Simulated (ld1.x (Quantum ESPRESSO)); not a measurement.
## Varying the TM potential for lanthanum (La)

Base potential:

La (Z = 57), norm-conserving Troullier–Martins (Kleinman–Bylander form), made with ld1.x (Quantum ESPRESSO) 7.5 (PBE, scalar-relativistic). Core [Kr] 4d10, reference 4f0 5s2 5p6 5d1 6s1.5 6p0.5. Waves: 5p (bound): rc 1.90 bohr; 5d (bound): rc 2.25 bohr; 4f (bound, empty): rc 1.30 bohr; 5s (bound): rc 2.10 bohr. Local part: the s channel. Core correction: Bessel-smoothed model core inside 0.95 bohr.

Occupied shells without a wave of their own: 6p, 6s. They enter only through the test configuration that unscreens the potential, and ld1.x also counts them in the model core charge.

All-electron outer shells of the reference configuration (PBE, scalar-relativistic, ld1.x):

```tsv
shell	level (eV)	outermost node (bohr)	outermost maximum (bohr)
4p	-200.57	0.34	0.63
4d	-104.42	0.32	0.68
5s	-39.49	0.77	1.41
5p	-22.96	0.83	1.58
4f	-4.91	–	0.75
6s	-3.99	1.86	3.79
5d	-3.54	0.95	2.21
6p	-1.61	2.20	4.93
```

Cutoffs, loose and tight: the cutoffs (Ry, on a coarse ladder) from which the occupation-weighted sum of valence levels, in a spherical-Bessel basis at the reference potential, stays within 10 and 1 mRy of its value at 400 Ry. They do not see the model core or the augmentation charge, which bear on the density cutoff. Test errors are all-electron minus pseudo excitation energies from the reference, over the configurations 4f0 5s2 5p6 5d1 6s2 6p0; 4f0 5s2 5p6 5d1 6s1 6p0; 4f0 5s2 5p6 5d1 6s0 6p0; 4f1 5s2 5p6 5d0 6s1 6p0; 4f1 5s2 5p6 5d0 6s2 6p0; 4f0 5s2 5p6 5d1.5 6s1.5 6p0; 4f0 5s2 5p5 5d1 6s2 6p0. A dash means not determined; rows that change the core or the reference have their own tests. The largest error is taken over the tests solved by every variant that gives reliable tests at all: 4f0 5s2 5p5 5d1 6s2 6p0; 4f0 5s2 5p6 5d1 6s0 6p0; 4f0 5s2 5p6 5d1 6s1 6p0; 4f0 5s2 5p6 5d1 6s2 6p0; 4f0 5s2 5p6 5d1.5 6s1.5 6p0.

With those shells counted twice in exchange and correlation these files are broken, and their errors move erratically; no question is asked of them.

For the base: The cutoffs count occupied waves only; the empty 4f level needs 160 Ry at the loose tolerance.

| change | outcome | cutoff, loose | cutoff, tight | bound ghosts | largest test error (meV) |
| --- | --- | --- | --- | --- | --- |
| base | generated, misses its reference levels by 0.28 eV | 45 Ry | 60 Ry | none | -1244 |
| wave 4f (bound): rc 1.30 bohr becomes 4f (bound): rc 0.84 bohr | generated, misses its reference levels by 0.28 eV | 45 Ry | 60 Ry | none | -1244 |
| wave 4f (bound): rc 1.30 bohr becomes 4f (bound): rc 0.94 bohr | generated, misses its reference levels by 0.28 eV | 45 Ry | 60 Ry | none | -1244 |
| wave 4f (bound): rc 1.30 bohr becomes 4f (bound): rc 1.10 bohr | generated, misses its reference levels by 0.28 eV | 45 Ry | 60 Ry | none | -1244 |
| wave 4f (bound): rc 1.30 bohr becomes 4f (bound): rc 1.24 bohr | generated, misses its reference levels by 0.28 eV | 45 Ry | 60 Ry | none | -1244 |
| wave 4f (bound): rc 1.30 bohr becomes 4f (bound): rc 1.32 bohr | generated, misses its reference levels by 0.28 eV | 45 Ry | 60 Ry | none | -1244 |
| wave 4f (bound): rc 1.30 bohr becomes 4f (bound): rc 1.44 bohr | generated, misses its reference levels by 0.28 eV | 45 Ry | 60 Ry | none | -1244 |
| wave 4f (bound): rc 1.30 bohr becomes 4f (bound): rc 1.60 bohr | generated, misses its reference levels by 0.28 eV | 45 Ry | 60 Ry | none | -1244 |
| wave 4f (bound): rc 1.30 bohr becomes 4f (bound): rc 1.70 bohr | generated, misses its reference levels by 0.28 eV | 45 Ry | 60 Ry | none | -1244 |
| wave 4f (bound): rc 1.30 bohr becomes 4f (bound): rc 1.82 bohr | generated, misses its reference levels by 0.28 eV | 45 Ry | 60 Ry | none | -1244 |
| wave 4f (bound): rc 1.30 bohr becomes 4f (bound): rc 1.94 bohr | generated, misses its reference levels by 0.28 eV | 45 Ry | 60 Ry | none | -1244 |

Reading the sweep of the f radius (base included, trends over the rows without a ghost): The loose cutoff stays near 45 Ry.
